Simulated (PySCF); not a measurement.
## TmH2 at several levels of theory

Computed with PySCF 2.14.0 (density fitting, no spin-orbit coupling) at the geometry relaxed with PBE0:

```xyz
3
TmH2 (singlet in the valence; each metal's 4f electrons, 13 of them, lie in its core potential, out of spins and levels)
Tm    0.0000    0.0000   -0.0560
H     1.8679    0.0000    0.9549
H    -1.8679    0.0000    0.9549
```

| level | basis | state | HOMO (eV) | gap (eV) | charge on Tm1 (e) | population of f-type functions on Tm1 (polarisation alone where 4f lies in the core) | dipole about the centre of mass (D) | largest force component (eV/Å) |
| --- | --- | --- | --- | --- | --- | --- | --- | --- |
| PBE0 | Tm lcecp-0-SVP with ECP59, H def2-SVP | singlet | – | – | 0.34 | 0.00 | 5.85 | 0.00 |
| BLYP | the same | singlet | – | – | 0.27 | 0.00 | 5.33 | 0.19 |
| PBE0 | Tm lcecp-0-TZVP with ECP59, H def2-TZVP | singlet | – | – | 0.63 | 0.01 | 5.88 | 0.07 |

In the lcecp rows the 4f levels are missing from HOMO and gap, and the state counts the valence alone.

Charges are Mulliken's, which hang on the basis. The relaxation used the grid (50, 194), these runs (75, 302) or, all-electron (x2c bases, spin-free X2C Hamiltonian), (99, 590).

Q: What does HF with Tm lcecp-0-SVP with ECP59, H def2-SVP give here?

A: state singlet, charge on Tm1 (e) 0.56, population of f-type functions on Tm1 (polarisation alone where 4f lies in the core) 0.01, dipole about the centre of mass (D) 6.67, largest force component (eV/Å) 0.27. Time: 0.3 s on 2 threads of Arm Neoverse V2 (shared host), from an already converged density.

An lcecp potential fixes the number of 4f electrons, so in runs with it no electron can move into or out of that shell.
